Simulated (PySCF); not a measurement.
Species: C2H11ClSi3.
Atom-mapped SMILES: `[CH3:1][CH2:2][Si:3]([SiH3:4])([SiH3:5])[Cl:6]` (hydrogens: H7, H8, H9 on C1; H10, H11 on C2; H12, H13, H14 on Si4; H15, H16, H17 on Si5)

Structure used (GFN2-xTB), in Å, numbered top down from 1:
```
atom  x, y, z in Å
C1    -2.3286    0.2091   -0.3088
C2    -1.0328   -0.2908   -0.9378
Si3    0.4222   -0.4254    0.3157
Si4    0.5762    1.5581    1.5445
Si5    2.2989   -1.2164   -0.8266
Cl6   -0.1746   -1.9165    1.6320
H7    -2.2013    1.2142    0.0899
H8    -3.1329    0.2337   -1.0426
H9    -2.6338   -0.4449    0.5053
H10   -1.2163   -1.2672   -1.3919
H11   -0.7493    0.3795   -1.7518
H12    1.8214    1.6005    2.3165
H13   -0.5139    1.7942    2.4957
H14    0.5979    2.7131    0.6399
H15    2.0939   -2.4584   -1.5778
H16    3.4206   -1.4603    0.0828
H17    2.7454   -0.2106   -1.7949
```

Level of theory: TDDFT PBE0/def2-SVPD, vertical, gas phase, core orbitals frozen in the response in PySCF.

Excitation energies and transition dipoles (atomic units, axes of the coordinates) of those of the lowest 6 singlets that add 0.02 au or more to the mean polarisability:

```tsv
state	ΔE (hartree)	μx	μy	μz
S1	0.2130	0.159	-0.245	-0.199
S2	0.2189	0.026	0.089	-0.092
S3	0.2309	0.414	-0.633	-0.615
S4	0.2383	-0.156	0.328	-0.194
S5	0.2641	-0.091	-0.123	-0.143
S6	0.2671	0.082	0.388	0.327
```

Q: What does each state add to αxx, αyy and αzz, and how do the sums compare with the full static tensor?

A: Each state adds 2 μα² / ΔE.

```json
{"state": "S1", "αxx (au)": "0.24", "αyy (au)": "0.57", "αzz (au)": "0.37"}
{"state": "S2", "αxx (au)": "0.01", "αyy (au)": "0.07", "αzz (au)": "0.08"}
{"state": "S3", "αxx (au)": "1.49", "αyy (au)": "3.47", "αzz (au)": "3.28"}
{"state": "S4", "αxx (au)": "0.20", "αyy (au)": "0.90", "αzz (au)": "0.31"}
{"state": "S5", "αxx (au)": "0.06", "αyy (au)": "0.12", "αzz (au)": "0.16"}
{"state": "S6", "αxx (au)": "0.05", "αyy (au)": "1.13", "αzz (au)": "0.80"}
{"state": "all 6 states", "αxx (au)": "2.0", "αyy (au)": "6.3", "αzz (au)": "5.0"}
{"state": "full response", "αxx (au)": "131.3", "αyy (au)": "127.0", "αzz (au)": "121.4"}
{"state": "share (%)", "αxx (au)": "2", "αyy (au)": "5", "αzz (au)": "4"}
```

The rest comes from the higher roots of the same response equations.

Q: Give the full tensor and its principal values.

A: In au, rows and columns x, y, z:
```
x   131.3  -6.0  -5.5
y    -6.0 127.0   8.6
z    -5.5   8.6 121.4
```
Principal values 115.0, 124.1 and 140.4 au; mean 126.5 au (18.75 Å³).

Q: By how much does the contribution of these states grow at 1064 nm?

A: With ω = 0.0428 hartree each state's term in the mean polarisability goes from f / ΔE² to f / (ΔE² − ω²), f = (2/3) ΔE |μ|²; the sum over all 6 states goes from 4.43 to 4.59 au, a rise of 0.15 au.

Hardware: Intel Xeon Platinum 8488C, one thread, shared host. Cost: 37 s, 0.94 GiB resident at most.

One conformer stands for the species.
